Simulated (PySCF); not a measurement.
Computed IR spectrum (relative IR intensity) of a molecule C3H5NO2. Geometry optimised at PBE-D3(BJ)/def2-SVP. The values are those of a single conformer. Computed with PBE-D3(BJ)/def2-SVP (PySCF). No scaling factor is applied to the harmonic values.

ν (cm⁻¹): 185 (vw), 471 (w), 547 (vw), 577 (w), 832 (w), 903 (w), 909 (w), 935 (m), 1002 (w), 1025 (vw), 1057 (m), 1130 (w), 1190 (vs), 1208 (w), 1330 (w), 1349 (w), 1388 (vw), 1701 (s), 2893 (m), 2906 (m), 3022 (w), 3073 (w), 3090 (w) (against the strongest line: vs over 80 %, s over 45 %, m over 15 %, w over 4 %, vw less)

### Question
Which molecule gave these data?
(A) COC1=NCO1
(B) CO[C@@H]1N=CO1
(C) C1=NCOCO1
(D) OC[C@H]1N=CO1

### Answer
C, C1=NCOCO1
